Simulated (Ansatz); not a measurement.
Reaction (atomization): `[NH2][SnH]1[S][S]1` → 3 H• + N• + 2 S• + Sn•

Isolated molecules relaxed with PBE0-D4/def2-TZVP in Ansatz; ΔE leaves out vibrations. CCSD(T)/CBS is the MP2 limit (def2-TZVPP, def2-QZVPP) plus CCSD(T) − MP2 in def2-TZVPP, frozen cores. This one scheme is used for every species, atoms too. DFT in def2-TZVPP. Open shells (•) are unrestricted, without spin–orbit coupling. Spin–orbit coupling would lower the free atoms: a little for S; strongly for Sn. Elements past krypton have def2 core potentials. For Sn outer-core shells are correlated without core-valence functions, so the limit isn't a true one: a few kJ/mol of doubt a bond, and 10 to 20 or more in all where bonds break to atoms. Each species was taken in one conformer, which may not be the lowest.

```
             level  ΔE (eV)
           BLYP-D4    20.01
        r2SCAN0-D4    19.43
               PBE    20.48
SCS-MP2/def2-QZVPP    20.13
```

Task: What does CCSD(T)/CBS give? (An estimate is asked.)

Result: Ansatz gave: +20.29 eV. The listed levels differ from it by -0.28, -0.86, 0.19, -0.16 eV.

Largest T1 diagnostic among the species: 0.014.

From PBE to PBE0 (25 % exact exchange), in def2-TZVPP and without D4, ΔE moves by −0.66 eV: exact exchange takes away binding that semilocal exchange gives to molecules. In def2-TZVPP, CCSD(T) changes the Hartree–Fock value by +7.55 eV (the triples alone add +0.64 eV) and MP2 by +7.86 eV; breaking electron pairs costs correlation energy, which Hartree–Fock lacks.

For atomizations the MP2-based limit and the directly extrapolated one differ by several kJ/mol either way, and by 10 to 25 for some Ge, Se and Sn compounds, so smaller differences from it don't rank the levels.
